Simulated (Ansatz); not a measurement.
Several settings on one geometry of In7Sb7 (that of the charge 0 singlet, r2SCAN-D4/def2-SVP). Ansatz on 2 threads of AMD EPYC 7R13 on a shared host and a share (18 GiB) of an NVIDIA H100 80GB HBM3; times are rough.

```xyz
14

In    0.796   -1.871    1.537
Sb   -1.183   -3.766    1.797
In   -1.403   -0.989   -4.195
Sb   -1.243   -0.471   -1.134
In   -1.521    1.642    0.797
In   -2.065   -1.482    2.907
Sb   -2.127    1.231    3.545
In    1.551   -0.915   -2.004
Sb    1.465    0.398   -4.458
Sb    3.199   -1.069    0.245
In    1.636    1.351    0.652
Sb    0.660    0.527    3.257
In   -0.023    1.764   -2.510
Sb    0.232    3.625   -0.411
```

Totals from different functionals, basis sets or treatments of relativity can't be compared as stabilities.

In the def2 sets In, Sb take a core potential; there is no spin–orbit coupling. Correlated methods freeze 56 core orbitals; core or outer-core shells of In, Sb are correlated, in sets that lack core-valence functions.

The spins typed aren't always the lowest for that charge.

Give the basis size and estimate the energy, ⟨S²⟩ and time of these runs.

```
run                         method  charge    state                                                                                            further keys
  1  RKS RPBE-D3(BJ)-ATM/def2-SVPD       0  singlet                                                             fitting: {mean_field: def2-universal-jkfit}
  2        UKS B2GP-PLYP/def2-SVPD      -1  doublet  fitting: {mean_field: def2-universal-jkfit}; scf: {omitted_lower_state_checks: [starts]}; forces asked
  3              RKS BLYP/def2-SVP       0  singlet                    nuclear_model: gaussian; accuracy: high; scf: {omitted_lower_state_checks: [starts]}
```


```
run  functions  energy (Eh)  ⟨S²⟩  wall time
  1        448   -3014.7095     –        7 s
  2        448   -3008.4562  0.78       43 s
  3        364   -3012.5570     –       28 s
```
